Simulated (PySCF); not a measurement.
Positional isomers: silole hydroxy. Isolated molecules, 0 K electronic values unless said otherwise. One relaxed conformer stands for each flexible species; it need not be the lowest. Strings in code marks are SMILES.

Calculation: PySCF with PBE-D3(BJ)/def2-TZVP // PBE0-D4/def2-TZVP. Delta-SCF ions had no search for a lower state. Excitations are Tamm–Dancoff values on a coarser integration grid. The basis has no diffuse functions, so Rydberg states are missing or too high.

```
species                                  T1 excitation (TDA) (eV)  vertical ionisation energy (Delta-SCF) (eV)
---------------------------------------  ------------------------  -------------------------------------------
`OC1=CC=C[SiH2]1` (H–O–C–Si torsion 0°)                      2.42                                         7.94
`OC1=C[SiH2]C=C1` (H–O–C–C torsion 0°)                       2.76                                         8.34
`O[SiH]1C=CC=C1` (H–O–Si–C torsion 54°)                       ___                                         8.76
```

### Question
Complete the blanks.

### Answer

- `O[SiH]1C=CC=C1` (H–O–Si–C torsion 54°), T1 excitation (TDA) (eV): 2.57
